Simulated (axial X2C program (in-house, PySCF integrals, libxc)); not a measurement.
## Bond lengths and stretching modes, held linear, of FWF⁻

Calculated with an axial X2C code built on PySCF integrals: two-component X2C with atomic mean-field Coulomb and Gaunt terms, Gaussian nuclei, basis F dyall-av3z, W dyall-v3z with contracted cores. Spin-free rows use the one-electron spin-free X2C Hamiltonian.

Masses F 18.998, W 183.951, F 18.998 u. States: 2c Ω = 1/2 (beyond evenly filled blocks: ω = -1/2, ω = -3/2, ω = 5/2); spin-free M_S = 3/2, Λ = 1 (beyond evenly filled blocks: π+α, δ+α, δ-α).

MP2, spin-free: energies above the lowest point

```
r(F–W) (Å)  r(W–F) (Å)  E (meV)
    1.8778      1.8778   109.43
    1.8778      1.9260    50.04
    1.8778      1.9741    44.95
    1.9260      1.8778    50.04
    1.9260      1.9260     0.00
    1.9260      1.9741     3.33
    1.9260      2.0223    47.63
    1.9741      1.8778    44.95
    1.9741      1.9260     3.33
    1.9741      1.9741    14.34
    2.0223      1.9260    47.63
    2.0223      2.0223   123.29
```

**Question.** Fit a quadratic surface with cubic terms in each bond: where is the minimum, and what are the two stretching wavenumbers?

**Answer.** At MP2, spin-free: bonds 1.944 and 1.944 Å; harmonic stretches 550.5 and 588.3 cm⁻¹; force constants 3.34, 3.34 and coupling 0.53 mdyn/Å.

The other levels and Hamiltonians give:

```
Hamiltonian  level  r(F–W) (Å)  r(W–F) (Å)  lower stretch (cm⁻¹)  upper stretch (cm⁻¹)
         2c   PBE0       1.925       1.925                 562.6                 594.1
         2c     HF       1.941       1.941                 556.3                 593.0
         2c  B3LYP       1.940       1.940                 549.4                 583.6
  spin-free   PBE0       1.924       1.924                 565.4                 596.0
  spin-free     HF       1.941       1.941                 565.9                 591.8
  spin-free  B3LYP       1.939       1.939                 552.5                 585.9
```

Each state is one determinant, the lowest of a limited PBE0 search; the stretches come from a fit to these few points and carry an uncertainty of a few per cent. Other orders of the atoms were not compared. Left out for rough or failed fits: MP2 2c. MP2 freezes inner shells (threshold -2 hartree). For an anion the highest level of a functional can be positive, and the basis then holds the extra electron. The molecule was held linear; bending was not examined, so a bent shape may lie lower. Note: functional without a current term on a determinant with orbital currents, of the molecule or an atom. Note: several unpaired electrons, one determinant need not be a pure state.
